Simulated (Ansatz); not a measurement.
**Molecular dynamics of C₄H₁₂OSi**

input.yaml

```yaml
crystal:
  periodic: [false, false, false]
  atoms:
    - { symbol: C, position_ang: [0.980642, -0.533198, -2.100519] }
    - { symbol: C, position_ang: [1.46599, -0.647451, -0.627964] }
    - { symbol: C, position_ang: [0.622944, 0.23986, 0.375037] }
    - { symbol: O, position_ang: [0.627783, 1.671389, -0.009441] }
    - { symbol: Si, position_ang: [-1.210045, -0.292281, 0.512382] }
    - { symbol: C, position_ang: [-2.028272, 0.570304, 1.969914] }
    - { symbol: H, position_ang: [1.686359, -1.036325, -2.787446] }
    - { symbol: H, position_ang: [-0.015992, -0.994389, -2.228377] }
    - { symbol: H, position_ang: [0.905475, 0.532703, -2.388527] }
    - { symbol: H, position_ang: [1.434887, -1.706632, -0.296245] }
    - { symbol: H, position_ang: [2.528623, -0.323462, -0.574416] }
    - { symbol: H, position_ang: [1.09807, 0.098491, 1.384091] }
    - { symbol: H, position_ang: [1.647843, 1.87535, 0.000791] }
    - { symbol: H, position_ang: [-1.922581, 0.030699, -0.715433] }
    - { symbol: H, position_ang: [-1.253365, -1.735971, 0.706509] }
    - { symbol: H, position_ang: [-1.979193, 1.666015, 1.857146] }
    - { symbol: H, position_ang: [-1.535686, 0.308511, 2.921052] }
    - { symbol: H, position_ang: [-3.091081, 0.287688, 2.053346] }
basis:
  gaussian: { orbitals: STO-3G }
hamiltonian:
  xc: pbe
md:
  timestep: 0.5
  n_steps: 250
  ensemble: nve
  temperature: 1000.0
  initial_velocities: maxwell_boltzmann
  seed: 84035
scf:
  lower_state_search: "off"
```

Command:

```bash
$ ansatz run input.yaml --threads 1 --pin off --max-ram 2048MiB --backend cpu --events-out ev --progress --plain --runs-dir out
```

It starts from a relaxed structure.

Output, in part (one step line in 3, the closing report, with atoms numbered from 0):

```
md step     0: t =     0.00 fs  T =  1000.0 K  F+E_penalty+E_count = -14084.97376203 eV  E_kin = 2.068160 eV  conserved = -14082.90560204 eV  (13 SCF iters)
md step     3: t =     1.50 fs  T =   827.4 K  F+E_penalty+E_count = -14084.61077883 eV  E_kin = 1.711168 eV  conserved = -14082.89961103 eV  (18 SCF iters)
md step     6: t =     3.00 fs  T =   629.8 K  F+E_penalty+E_count = -14084.19927345 eV  E_kin = 1.302497 eV  conserved = -14082.89677632 eV  (18 SCF iters)
md step     9: t =     4.50 fs  T =   579.0 K  F+E_penalty+E_count = -14084.09870503 eV  E_kin = 1.197565 eV  conserved = -14082.90114041 eV  (18 SCF iters)
md step    12: t =     6.00 fs  T =   453.0 K  F+E_penalty+E_count = -14083.83677792 eV  E_kin = 0.936924 eV  conserved = -14082.89985347 eV  (17 SCF iters)
md step    15: t =     7.50 fs  T =   324.8 K  F+E_penalty+E_count = -14083.56701164 eV  E_kin = 0.671810 eV  conserved = -14082.89520117 eV  (18 SCF iters)
md step    18: t =     9.00 fs  T =   432.3 K  F+E_penalty+E_count = -14083.79357721 eV  E_kin = 0.894155 eV  conserved = -14082.89942180 eV  (19 SCF iters)
md step    21: t =    10.50 fs  T =   547.8 K  F+E_penalty+E_count = -14084.03677397 eV  E_kin = 1.133001 eV  conserved = -14082.90377333 eV  (19 SCF iters)
md step    24: t =    12.00 fs  T =   446.2 K  F+E_penalty+E_count = -14083.82013627 eV  E_kin = 0.922730 eV  conserved = -14082.89740643 eV  (19 SCF iters)
md step    27: t =    13.50 fs  T =   443.9 K  F+E_penalty+E_count = -14083.81560969 eV  E_kin = 0.917970 eV  conserved = -14082.89764015 eV  (19 SCF iters)
md step    30: t =    15.00 fs  T =   546.0 K  F+E_penalty+E_count = -14084.03151619 eV  E_kin = 1.129156 eV  conserved = -14082.90236015 eV  (18 SCF iters)
md step    33: t =    16.50 fs  T =   497.4 K  F+E_penalty+E_count = -14083.92834543 eV  E_kin = 1.028617 eV  conserved = -14082.89972852 eV  (19 SCF iters)
md step    36: t =    18.00 fs  T =   445.6 K  F+E_penalty+E_count = -14083.81757827 eV  E_kin = 0.921561 eV  conserved = -14082.89601705 eV  (18 SCF iters)
md step    39: t =    19.50 fs  T =   565.4 K  F+E_penalty+E_count = -14084.07091869 eV  E_kin = 1.169248 eV  conserved = -14082.90167022 eV  (19 SCF iters)
md step    42: t =    21.00 fs  T =   569.2 K  F+E_penalty+E_count = -14084.07964005 eV  E_kin = 1.177176 eV  conserved = -14082.90246365 eV  (19 SCF iters)
md step    45: t =    22.50 fs  T =   404.3 K  F+E_penalty+E_count = -14083.73276873 eV  E_kin = 0.836226 eV  conserved = -14082.89654260 eV  (18 SCF iters)
md step    48: t =    24.00 fs  T =   374.4 K  F+E_penalty+E_count = -14083.67227280 eV  E_kin = 0.774223 eV  conserved = -14082.89804968 eV  (19 SCF iters)
md step    51: t =    25.50 fs  T =   418.4 K  F+E_penalty+E_count = -14083.76671910 eV  E_kin = 0.865305 eV  conserved = -14082.90141411 eV  (19 SCF iters)
md step    54: t =    27.00 fs  T =   358.0 K  F+E_penalty+E_count = -14083.63849310 eV  E_kin = 0.740458 eV  conserved = -14082.89803475 eV  (19 SCF iters)
md step    57: t =    28.50 fs  T =   369.2 K  F+E_penalty+E_count = -14083.66039468 eV  E_kin = 0.763495 eV  conserved = -14082.89689955 eV  (18 SCF iters)
md step    60: t =    30.00 fs  T =   502.3 K  F+E_penalty+E_count = -14083.94035438 eV  E_kin = 1.038833 eV  conserved = -14082.90152099 eV  (19 SCF iters)
md step    63: t =    31.50 fs  T =   517.5 K  F+E_penalty+E_count = -14083.97070520 eV  E_kin = 1.070290 eV  conserved = -14082.90041562 eV  (19 SCF iters)
md step    66: t =    33.00 fs  T =   463.3 K  F+E_penalty+E_count = -14083.85502079 eV  E_kin = 0.958148 eV  conserved = -14082.89687310 eV  (18 SCF iters)
md step    69: t =    34.50 fs  T =   517.5 K  F+E_penalty+E_count = -14083.96999109 eV  E_kin = 1.070363 eV  conserved = -14082.89962805 eV  (18 SCF iters)
md step    72: t =    36.00 fs  T =   551.5 K  F+E_penalty+E_count = -14084.04149838 eV  E_kin = 1.140555 eV  conserved = -14082.90094379 eV  (18 SCF iters)
md step    75: t =    37.50 fs  T =   505.1 K  F+E_penalty+E_count = -14083.94200635 eV  E_kin = 1.044540 eV  conserved = -14082.89746677 eV  (19 SCF iters)
md step    78: t =    39.00 fs  T =   549.7 K  F+E_penalty+E_count = -14084.03603983 eV  E_kin = 1.136840 eV  conserved = -14082.89920024 eV  (18 SCF iters)
md step    81: t =    40.50 fs  T =   607.3 K  F+E_penalty+E_count = -14084.15740708 eV  E_kin = 1.256059 eV  conserved = -14082.90134782 eV  (19 SCF iters)
md step    84: t =    42.00 fs  T =   555.4 K  F+E_penalty+E_count = -14084.04791221 eV  E_kin = 1.148626 eV  conserved = -14082.89928618 eV  (18 SCF iters)
md step    87: t =    43.50 fs  T =   504.8 K  F+E_penalty+E_count = -14083.94192179 eV  E_kin = 1.044027 eV  conserved = -14082.89789452 eV  (18 SCF iters)
md step    90: t =    45.00 fs  T =   531.0 K  F+E_penalty+E_count = -14083.99816672 eV  E_kin = 1.098158 eV  conserved = -14082.90000897 eV  (19 SCF iters)
md step    93: t =    46.50 fs  T =   526.0 K  F+E_penalty+E_count = -14083.98790047 eV  E_kin = 1.087948 eV  conserved = -14082.89995217 eV  (18 SCF iters)
md step    96: t =    48.00 fs  T =   490.0 K  F+E_penalty+E_count = -14083.91152108 eV  E_kin = 1.013349 eV  conserved = -14082.89817204 eV  (17 SCF iters)
md step    99: t =    49.50 fs  T =   502.9 K  F+E_penalty+E_count = -14083.93993103 eV  E_kin = 1.040163 eV  conserved = -14082.89976783 eV  (18 SCF iters)
md step   102: t =    51.00 fs  T =   498.3 K  F+E_penalty+E_count = -14083.93018895 eV  E_kin = 1.030555 eV  conserved = -14082.89963387 eV  (19 SCF iters)
md step   105: t =    52.50 fs  T =   471.4 K  F+E_penalty+E_count = -14083.87395337 eV  E_kin = 0.974988 eV  conserved = -14082.89896499 eV  (18 SCF iters)
md step   108: t =    54.00 fs  T =   466.9 K  F+E_penalty+E_count = -14083.86405542 eV  E_kin = 0.965559 eV  conserved = -14082.89849603 eV  (18 SCF iters)
md step   111: t =    55.50 fs  T =   499.4 K  F+E_penalty+E_count = -14083.93249415 eV  E_kin = 1.032923 eV  conserved = -14082.89957133 eV  (18 SCF iters)
md step   114: t =    57.00 fs  T =   522.3 K  F+E_penalty+E_count = -14083.97899898 eV  E_kin = 1.080144 eV  conserved = -14082.89885521 eV  (18 SCF iters)
md step   117: t =    58.50 fs  T =   563.1 K  F+E_penalty+E_count = -14084.06387869 eV  E_kin = 1.164633 eV  conserved = -14082.89924615 eV  (18 SCF iters)
md step   120: t =    60.00 fs  T =   601.0 K  F+E_penalty+E_count = -14084.14291616 eV  E_kin = 1.242882 eV  conserved = -14082.90003388 eV  (18 SCF iters)
md step   123: t =    61.50 fs  T =   594.0 K  F+E_penalty+E_count = -14084.12793524 eV  E_kin = 1.228551 eV  conserved = -14082.89938453 eV  (19 SCF iters)
md step   126: t =    63.00 fs  T =   564.6 K  F+E_penalty+E_count = -14084.06730267 eV  E_kin = 1.167607 eV  conserved = -14082.89969537 eV  (19 SCF iters)
md step   129: t =    64.50 fs  T =   511.6 K  F+E_penalty+E_count = -14083.95681222 eV  E_kin = 1.058120 eV  conserved = -14082.89869198 eV  (19 SCF iters)
md step   132: t =    66.00 fs  T =   478.2 K  F+E_penalty+E_count = -14083.88804112 eV  E_kin = 0.989006 eV  conserved = -14082.89903474 eV  (19 SCF iters)
md step   135: t =    67.50 fs  T =   462.4 K  F+E_penalty+E_count = -14083.85507937 eV  E_kin = 0.956386 eV  conserved = -14082.89869299 eV  (19 SCF iters)
md step   138: t =    69.00 fs  T =   468.6 K  F+E_penalty+E_count = -14083.86851942 eV  E_kin = 0.969041 eV  conserved = -14082.89947814 eV  (19 SCF iters)
md step   141: t =    70.50 fs  T =   466.0 K  F+E_penalty+E_count = -14083.86258389 eV  E_kin = 0.963758 eV  conserved = -14082.89882616 eV  (18 SCF iters)
md step   144: t =    72.00 fs  T =   477.1 K  F+E_penalty+E_count = -14083.88621003 eV  E_kin = 0.986731 eV  conserved = -14082.89947878 eV  (18 SCF iters)
md step   147: t =    73.50 fs  T =   465.9 K  F+E_penalty+E_count = -14083.86382244 eV  E_kin = 0.963607 eV  conserved = -14082.90021565 eV  (18 SCF iters)
md step   150: t =    75.00 fs  T =   406.5 K  F+E_penalty+E_count = -14083.73893361 eV  E_kin = 0.840731 eV  conserved = -14082.89820253 eV  (18 SCF iters)
md step   153: t =    76.50 fs  T =   395.3 K  F+E_penalty+E_count = -14083.71614008 eV  E_kin = 0.817471 eV  conserved = -14082.89866939 eV  (18 SCF iters)
md step   156: t =    78.00 fs  T =   420.7 K  F+E_penalty+E_count = -14083.76959905 eV  E_kin = 0.870118 eV  conserved = -14082.89948075 eV  (18 SCF iters)
md step   159: t =    79.50 fs  T =   430.2 K  F+E_penalty+E_count = -14083.78914652 eV  E_kin = 0.889805 eV  conserved = -14082.89934168 eV  (18 SCF iters)
md step   162: t =    81.00 fs  T =   443.9 K  F+E_penalty+E_count = -14083.81621609 eV  E_kin = 0.918117 eV  conserved = -14082.89809951 eV  (19 SCF iters)
md step   165: t =    82.50 fs  T =   507.9 K  F+E_penalty+E_count = -14083.95115363 eV  E_kin = 1.050416 eV  conserved = -14082.90073761 eV  (19 SCF iters)
md step   168: t =    84.00 fs  T =   493.1 K  F+E_penalty+E_count = -14083.92005967 eV  E_kin = 1.019882 eV  conserved = -14082.90017757 eV  (19 SCF iters)
md step   171: t =    85.50 fs  T =   428.0 K  F+E_penalty+E_count = -14083.78275059 eV  E_kin = 0.885248 eV  conserved = -14082.89750289 eV  (19 SCF iters)
md step   174: t =    87.00 fs  T =   449.7 K  F+E_penalty+E_count = -14083.82877903 eV  E_kin = 0.929957 eV  conserved = -14082.89882178 eV  (19 SCF iters)
md step   177: t =    88.50 fs  T =   493.0 K  F+E_penalty+E_count = -14083.91959656 eV  E_kin = 1.019567 eV  conserved = -14082.90002929 eV  (19 SCF iters)
md step   180: t =    90.00 fs  T =   485.4 K  F+E_penalty+E_count = -14083.90271274 eV  E_kin = 1.003864 eV  conserved = -14082.89884914 eV  (19 SCF iters)
md step   183: t =    91.50 fs  T =   494.0 K  F+E_penalty+E_count = -14083.92001245 eV  E_kin = 1.021696 eV  conserved = -14082.89831685 eV  (18 SCF iters)
md step   186: t =    93.00 fs  T =   535.9 K  F+E_penalty+E_count = -14084.00929092 eV  E_kin = 1.108332 eV  conserved = -14082.90095849 eV  (18 SCF iters)
md step   189: t =    94.50 fs  T =   488.8 K  F+E_penalty+E_count = -14083.90980893 eV  E_kin = 1.010957 eV  conserved = -14082.89885205 eV  (18 SCF iters)
md step   192: t =    96.00 fs  T =   452.7 K  F+E_penalty+E_count = -14083.83358863 eV  E_kin = 0.936216 eV  conserved = -14082.89737213 eV  (18 SCF iters)
md step   195: t =    97.50 fs  T =   509.2 K  F+E_penalty+E_count = -14083.95251084 eV  E_kin = 1.053061 eV  conserved = -14082.89944938 eV  (18 SCF iters)
md step   198: t =    99.00 fs  T =   546.3 K  F+E_penalty+E_count = -14084.02997032 eV  E_kin = 1.129862 eV  conserved = -14082.90010822 eV  (19 SCF iters)
md step   201: t =   100.50 fs  T =   527.4 K  F+E_penalty+E_count = -14083.98913225 eV  E_kin = 1.090747 eV  conserved = -14082.89838516 eV  (18 SCF iters)
md step   204: t =   102.00 fs  T =   538.3 K  F+E_penalty+E_count = -14084.01247227 eV  E_kin = 1.113190 eV  conserved = -14082.89928236 eV  (19 SCF iters)
md step   207: t =   103.50 fs  T =   527.9 K  F+E_penalty+E_count = -14083.99284726 eV  E_kin = 1.091873 eV  conserved = -14082.90097444 eV  (19 SCF iters)
md step   210: t =   105.00 fs  T =   425.8 K  F+E_penalty+E_count = -14083.77810097 eV  E_kin = 0.880597 eV  conserved = -14082.89750398 eV  (19 SCF iters)
md step   213: t =   106.50 fs  T =   404.7 K  F+E_penalty+E_count = -14083.73433251 eV  E_kin = 0.837067 eV  conserved = -14082.89726532 eV  (19 SCF iters)
md step   216: t =   108.00 fs  T =   488.6 K  F+E_penalty+E_count = -14083.91016299 eV  E_kin = 1.010447 eV  conserved = -14082.89971550 eV  (19 SCF iters)
md step   219: t =   109.50 fs  T =   537.4 K  F+E_penalty+E_count = -14084.01116833 eV  E_kin = 1.111391 eV  conserved = -14082.89977739 eV  (19 SCF iters)
md step   222: t =   111.00 fs  T =   545.6 K  F+E_penalty+E_count = -14084.02677814 eV  E_kin = 1.128450 eV  conserved = -14082.89832765 eV  (19 SCF iters)
md step   225: t =   112.50 fs  T =   583.6 K  F+E_penalty+E_count = -14084.10692770 eV  E_kin = 1.206880 eV  conserved = -14082.90004802 eV  (19 SCF iters)
md step   228: t =   114.00 fs  T =   568.7 K  F+E_penalty+E_count = -14084.07634800 eV  E_kin = 1.176099 eV  conserved = -14082.90024867 eV  (18 SCF iters)
md step   231: t =   115.50 fs  T =   495.6 K  F+E_penalty+E_count = -14083.92265268 eV  E_kin = 1.024950 eV  conserved = -14082.89770290 eV  (18 SCF iters)
md step   234: t =   117.00 fs  T =   489.1 K  F+E_penalty+E_count = -14083.90994310 eV  E_kin = 1.011489 eV  conserved = -14082.89845401 eV  (18 SCF iters)
md step   237: t =   118.50 fs  T =   517.5 K  F+E_penalty+E_count = -14083.96995141 eV  E_kin = 1.070275 eV  conserved = -14082.89967655 eV  (18 SCF iters)
md step   240: t =   120.00 fs  T =   510.3 K  F+E_penalty+E_count = -14083.95444756 eV  E_kin = 1.055323 eV  conserved = -14082.89912451 eV  (18 SCF iters)
md step   243: t =   121.50 fs  T =   495.3 K  F+E_penalty+E_count = -14083.92320216 eV  E_kin = 1.024402 eV  conserved = -14082.89880002 eV  (18 SCF iters)
md step   246: t =   123.00 fs  T =   486.7 K  F+E_penalty+E_count = -14083.90670448 eV  E_kin = 1.006648 eV  conserved = -14082.90005671 eV  (18 SCF iters)
md step   249: t =   124.50 fs  T =   432.5 K  F+E_penalty+E_count = -14083.79309539 eV  E_kin = 0.894577 eV  conserved = -14082.89851823 eV  (18 SCF iters)
md step   250: t =   125.00 fs  T =   415.5 K  F+E_penalty+E_count = -14083.75702089 eV  E_kin = 0.859239 eV  conserved = -14082.89778234 eV  (19 SCF iters)
Total energy: -14083.75705052 eV, -517.5685252934 hartree
Atom 0 at     0.927891    -0.496222    -2.214917 Å, force    -2.039876     1.728428     1.572230 eV/Å
Atom 1 at     1.540061    -0.450755    -0.796268 Å, force     0.983400    -2.569616     0.227456 eV/Å
Atom 2 at     0.648222     0.111843     0.366216 Å, force     0.486660     0.334739     0.508017 eV/Å
Atom 3 at     0.703550     1.582494     0.115715 Å, force    -0.523461     0.328746     0.848585 eV/Å
Atom 4 at    -1.228922    -0.397039     0.691003 Å, force     2.211425    -0.634524    -1.891595 eV/Å
Atom 5 at    -2.153385     0.801309     1.712759 Å, force     1.526239    -0.514599     1.733592 eV/Å
Atom 6 at     1.489875    -1.013504    -2.982500 Å, force     0.907693    -0.077037    -0.543148 eV/Å
Atom 7 at    -0.002151    -1.112412    -2.020028 Å, force     0.343098     0.895562    -0.899037 eV/Å
Atom 8 at     0.689088     0.605764    -2.464833 Å, force    -0.024624    -1.856471    -0.297283 eV/Å
Atom 9 at     1.876853    -1.496007    -0.540907 Å, force    -0.353528     0.326692    -0.018854 eV/Å
Atom 10 at     2.475487     0.133310    -0.672564 Å, force     0.123139     0.227222    -0.716340 eV/Å
Atom 11 at     1.324440    -0.208245     1.225682 Å, force    -0.859198     0.552589     0.295814 eV/Å
Atom 12 at     1.729996     1.730165     0.197160 Å, force    -0.104268     0.155731    -0.083183 eV/Å
Atom 13 at    -1.671310    -0.493952    -0.670817 Å, force    -0.755968    -0.295750    -0.340712 eV/Å
Atom 14 at    -1.197318    -1.709643     1.345489 Å, force    -0.182797     0.244941    -0.109003 eV/Å
Atom 15 at    -2.275496     1.832883     1.380415 Å, force     0.423971     0.294045     0.101156 eV/Å
Atom 16 at    -1.597537     0.638147     2.669119 Å, force     0.116387     1.559556    -0.148688 eV/Å
Atom 17 at    -3.079616     0.414356     2.040895 Å, force    -2.278293    -0.700253    -0.239005 eV/Å
Dipole moment:     0.067935    -0.145265     0.194258 e Å
```

All steps were run. The conserved energy stayed within 0.58 meV per atom of its start (net change 0.43 meV per atom), so the integration is sound. Over the second half the temperature averaged 0.49 of the 1000 K drawn at the start: a run that starts near a minimum puts about half its kinetic energy into the potential. A run of 0.12 ps of so small a system gives no equilibrium averages. Limits of this set-up: minimal basis.

The same pairs are bonded in the first frame and the last. Pairs count as bonded within 1.25 times the sum of covalent radii (0.12 Å more for H–H).

Last frame:

```xyz
18
Properties=species:S:1:pos:R:3
C 0.928 -0.496 -2.215
C 1.540 -0.451 -0.796
C 0.648 0.112 0.366
O 0.704 1.583 0.116
Si -1.229 -0.397 0.691
C -2.153 0.801 1.713
H 1.490 -1.014 -2.982
H -0.002 -1.112 -2.020
H 0.689 0.606 -2.465
H 1.877 -1.496 -0.541
H 2.475 0.133 -0.673
H 1.324 -0.208 1.226
H 1.730 1.730 0.197
H -1.671 -0.494 -0.671
H -1.197 -1.710 1.345
H -2.276 1.833 1.380
H -1.597 0.638 2.669
H -3.080 0.414 2.041
```

The run took 12 min on 1 thread of Arm Neoverse V2 (shared host), peak memory 0.088 GiB.
